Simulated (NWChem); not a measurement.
All runs are NWChem calculations. System: CH3ClGe, charge 1, spin multiplicity 2, at the geometry of a parent with another charge or spin, in a state set for the comparison that need not be this species' ground state. Its SCF solution wasn't tested for a lower state. Level: UMP2/aug-pcseg-1, 15 core orbitals frozen.

The NWChem input:

```
start mol
memory heap 200 mb stack 900 mb global 1100 mb
charge 1
geometry units angstroms nocenter noautoz noautosym
  Ge     0.187097     0.119229     0.663418
  Cl    -1.023317    -0.943020    -0.876148
  C      1.206272     1.284544    -0.617113
  H      1.936127     1.929281    -0.086707
  H      0.496089     1.924091    -1.184209
  H      1.739434     0.655362    -1.361275
end
basis spherical
  * library aug-pcseg-1
end
scf
  uhf
  nopen 1
  maxiter 100
  thresh 1e-7
  semidirect memsize 60000000 filesize 0
  # guess.movecs holds the orbitals of an unrestricted PBE0 run
  vectors input guess.movecs output mol.movecs
end
mp2
  freeze core 15
end
task mp2 energy
```

NWChem printed:

```
             Northwest Computational Chemistry Package (NWChem) 7.3.0
             --------------------------------------------------------

                                NWChem Input Module
                                -------------------

 Scaling coordinates for geometry "geometry" by  1.889725989
 (inverse scale =  0.529177249)

                             Geometry "geometry" -> ""
                             -------------------------

 Output coordinates in angstroms (scale by  1.889725989 to convert to a.u.)

  No.       Tag          Charge          X              Y              Z
 ---- ---------------- ---------- -------------- -------------- --------------
    1 Ge                  32.0000     0.18709700     0.11922900     0.66341800
    2 Cl                  17.0000    -1.02331700    -0.94302000    -0.87614800
    3 C                    6.0000     1.20627200     1.28454400    -0.61711300
    4 H                    1.0000     1.93612700     1.92928100    -0.08670700
    5 H                    1.0000     0.49608900     1.92409100    -1.18420900
    6 H                    1.0000     1.73943400     0.65536200    -1.36127500

 Effective nuclear repulsion energy (a.u.)     233.4502736575

            Nuclear Dipole moment (a.u.)
            ----------------------------
        X                 Y               Z
 ---------------- ---------------- ----------------
    -0.0000056692    -0.0000264562    -0.0000170075


 Summary of "ao basis" -> "" (spherical)
 ------------------------------------------------------------------------------
       Tag                 Description            Shells   Functions and Types
 ---------------- ------------------------------  ------  ---------------------
 *                        aug-pcseg-1                 on all atoms

 Summary of "ao basis" -> "ao basis" (spherical)
 ------------------------------------------------------------------------------
       Tag                 Description            Shells   Functions and Types
 ---------------- ------------------------------  ------  ---------------------
 Ge                       aug-pcseg-1               14       36   6s5p3d
 Cl                       aug-pcseg-1               11       27   5s4p2d
 C                        aug-pcseg-1                9       23   4s3p2d
 H                        aug-pcseg-1                5        9   3s2p

                                 NWChem SCF Module
                                 -----------------

  ao basis        = "ao basis"
  functions       =   113
  atoms           =     6
  alpha electrons =    29
  beta  electrons =    28
  charge          =   1.00
  wavefunction    = UHF
  use symmetry    = F
  symmetry adapt  = F

 Summary of "ao basis" -> "ao basis" (spherical)
 ------------------------------------------------------------------------------
       Tag                 Description            Shells   Functions and Types
 ---------------- ------------------------------  ------  ---------------------
 Ge                       aug-pcseg-1               14       36   6s5p3d
 Cl                       aug-pcseg-1               11       27   5s4p2d
 C                        aug-pcseg-1                9       23   4s3p2d
 H                        aug-pcseg-1                5        9   3s2p

 Forming initial guess at       0.1s

 Starting SCF solution at       0.1s

 ----------------------------------------------
         Quadratically convergent UHF

 Convergence threshold     :          1.000E-07
[...]
    Atom       Charge   Shell Charges
 -----------   ------   -------------------------------------------------------
    1 Ge  32    15.07   1.00  1.00  1.00  0.51  0.13 -0.08  3.00  2.99  0.26  0.20  0.01  5.02  0.06 -0.03
    2 Cl  17     8.69   1.00  1.00  0.60  0.40  0.01  3.00  1.81  0.84  0.02  0.01  0.01
    3 C    6     3.33   1.00  0.34  0.31  0.04  0.87  0.75 -0.01  0.01  0.02
    4 H    1     0.29   0.37 -0.12  0.01  0.01  0.02
    5 H    1     0.31   0.36 -0.10  0.01  0.01  0.04
    6 H    1     0.31   0.36 -0.10  0.01  0.01  0.04

   Mulliken analysis of the spin density
   -------------------------------------

    Atom       Charge   Shell Charges
 -----------   ------   -------------------------------------------------------
    1 Ge  32     0.54   0.00 -0.00  0.00  0.09  0.15 -0.02  0.00  0.00  0.23  0.07  0.00 -0.00  0.02  0.00
    2 Cl  17     0.06  -0.00  0.00  0.00 -0.00 -0.02  0.00  0.09  0.00 -0.01 -0.00 -0.01
    3 C    6     0.49   0.00  0.03  0.03  0.01  0.25  0.17  0.00  0.00 -0.01
    4 H    1    -0.03  -0.02 -0.02  0.01  0.00 -0.00
    5 H    1    -0.03  -0.00 -0.02 -0.00  0.00 -0.01
    6 H    1    -0.03  -0.00 -0.02 -0.00  0.00 -0.01

       Multipole analysis of the density wrt the origin
       ------------------------------------------------

     L   x y z        total         alpha         beta         nuclear
     -   - - -        -----         -----         ----         -------
     0   0 0 0      1.000000    -29.000000    -28.000000     58.000000

     1   1 0 0      1.124772      0.276845      0.847933     -0.000006
     1   0 1 0      1.058289      0.294225      0.764091     -0.000026
     1   0 0 1      0.780222     -0.132763      0.913002     -0.000017

     2   2 0 0    -21.895424    -74.237844    -71.477326    123.819746
     2   1 1 0      1.532493    -57.744355    -55.875150    115.151998
     2   1 0 1     -0.552137    -20.795285    -21.267369     41.510517
     2   0 2 0    -21.697872    -71.838566    -68.871604    119.012298
     2   0 1 1     -0.779663    -15.001723    -16.070546     30.292606
     2   0 0 2    -21.253932    -72.326668    -65.635573    116.708310

                   NWChem MP2 Semi-direct Energy/Gradient Module
                   ---------------------------------------------

  Basis functions       =    113
  Molecular orbitals    =    113
  Frozen core           =     15
  Frozen virtuals       =      0
  Active alpha occupied =     14
  Active beta occupied  =     13
  Active alpha virtual  =     84
  Active beta virtual   =     85
  Use MO symmetry       = F
  Use skeleton AO sym   = F

  AO/Fock/Back tols     =   1.0D-09  1.0D-09  1.0D-09

 GA uses MA = F    GA memory limited = T

 Available:
  local mem=  1.26D+08
 global mem=  1.44D+08
 local disk=  0.00D+00
  mp2_memr nvloc                    84
  nvloc new                    84
   1 passes of  14:        3145728                      56036                  25379759.
   1 passes of  14: M    126145918           G      144153662           F     123000190.

 Semi-direct pass number   1 of   1  for UHF alpha       at       16.5s
  vrange nnbf                  6342
  mp2_eaftype                    96  avail_ma_in_mb                  1099
 EAF : mp2_eaftype filesize          96   12689880.
  mp2_eaf for mointskh                     96
Node 0 wrote     59.7 Mb in      0.0 s     Agg I/O rate:  2059.5 Mb/s
 Done moints_semi at       28.4s
  mp2_eaftype                    96  avail_ma_in_mb                  1003
 EAF : mp2_eaftype filesize          96   12689880.
  mp2_eaf for kh                    96
 Done maket at       28.7s
 Done multipass loop at       28.7s

 GA uses MA = F    GA memory limited = T

 Available:
  local mem=  1.26D+08
 global mem=  1.44D+08
 local disk=  0.00D+00
  mp2_memr nvloc                    85
  nvloc new                    85
   1 passes of  13:        3145728                      54226                  23848800.
   1 passes of  13: M    126145918           G      144153662           F     123000190.

 Semi-direct pass number   1 of   1  for UHF beta        at       28.8s
  vrange nnbf                  6342
  mp2_eaftype                    90  avail_ma_in_mb                  1099
 EAF : mp2_eaftype filesize          90   11924400.
  mp2_eaf for mointskh                     90
Node 0 wrote     56.1 Mb in      0.0 s     Agg I/O rate:  2014.3 Mb/s
 Done moints_semi at       41.6s
  mp2_eaftype                    90  avail_ma_in_mb                  1009
 EAF : mp2_eaftype filesize          90   11924400.
  mp2_eaf for kh                    90
 Done maket at       41.9s
 Done multipass loop at       41.9s

          -------------------------------------------
          SCF energy               -2573.891240020822
          Correlation energy          -0.357954409178
          Singlet pairs                0.000000000000
          Triplet pairs                0.000000000000
          Total MP2 energy         -2574.249194430000
          -------------------------------------------

          ---------------------------------------------------
                    Spin Component Scaled (SCS) MP2
          Same spin pairs                     -0.088472731604
          Same spin scaling factor             0.333333333333
          Opposite spin pairs                 -0.269481677574
          Opposite spin scaling fact.          1.200000000000
          SCS-MP2 correlation energy          -0.352868923623
          Total SCS-MP2 energy             -2574.244108944446
          ---------------------------------------------------

 -----------------------
 Performance information
 -----------------------

 Timer overhead =  2.00D-07 seconds/call

               Nr. of calls         CPU time (s)                 Wall time (s)                GFlops
             ---------------    -------------------     ------------------------------   -------------------
Name         Min   Avg   Max    Min     Avg     Max     Min     Avg     Max   Mx/calls   Min     Max     Sum
mp2: moin     2     2     2    25.     25.     25.      25.     25.     25.     12.      0.0     0.0     0.0
mp2: make     2     2     2   0.73    0.73    0.73     0.73    0.73    0.73    0.37      0.0     0.0     0.0
mp2: tota     1     1     1    26.     26.     26.      26.     26.     26.     26.      0.0     0.0     0.0

 The average no. of pstat calls per process was 5.00D+00
 with a timing overhead of 1.00D-06s

 Task  times  cpu:       41.9s     wall:       41.9s

 Total times  cpu:       41.9s     wall:       41.9s
```
